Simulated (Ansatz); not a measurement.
Geometry optimisation, RKS PBE-D4/6-31G in Ansatz.

Input:

```yaml
crystal:
  periodic: [false, false, false]
  atoms:
    - { symbol: B, position_ang: [-0.723039, 0.337735, 0.000476] }
    - { symbol: S, position_ang: [0.205253, -0.199803, 1.537744] }
    - { symbol: S, position_ang: [0.024133, 0.081146, -1.661438] }
    - { symbol: H, position_ang: [1.060888, -0.51428, -0.988505] }
    - { symbol: F, position_ang: [-1.958187, 0.901993, 0.162332] }
    - { symbol: H, position_ang: [1.390952, -0.606691, 0.949391] }
basis:
  gaussian: { orbitals: "6-31G" }
hamiltonian:
  xc: pbe
  dispersion: d4
relax:
  f_tol: 0.03
  max_steps: 50
```

Launched with:

```bash
$ ansatz run input.yaml --threads 1 --pin off --max-ram 2048MiB --backend cpu --events-out ev --progress --plain --runs-dir out
```

Q: Where does it end, and by what steps?

A: The forces met the threshold. Limits of this set-up: no polarisation functions. After 5 steps the energy has fallen by 0.199 eV; H4 moved furthest, 0.39 Å.

```
step  energy less start (eV)  largest force component (eV/Å)  accepted
   0                  0.0000                           0.557       yes
   1                 -0.1480                           0.377       yes
   2                 -0.1891                           0.273       yes
   3                 -0.1336                           1.147        no
   4                 -0.1989                           0.068       yes
   5                 -0.1992                           0.008       yes
```

```xyz
6
Properties=species:S:1:pos:R:3
B -0.675 0.310 0.057
S 0.144 -0.118 1.658
S -0.048 0.074 -1.666
H 1.176 -0.504 -1.365
F -1.921 0.884 0.162
H 1.324 -0.645 1.154
```

Whether the end is a true minimum wasn't checked by a vibrational analysis.

Run time: 21 s on 1 CPU thread of a shared host.
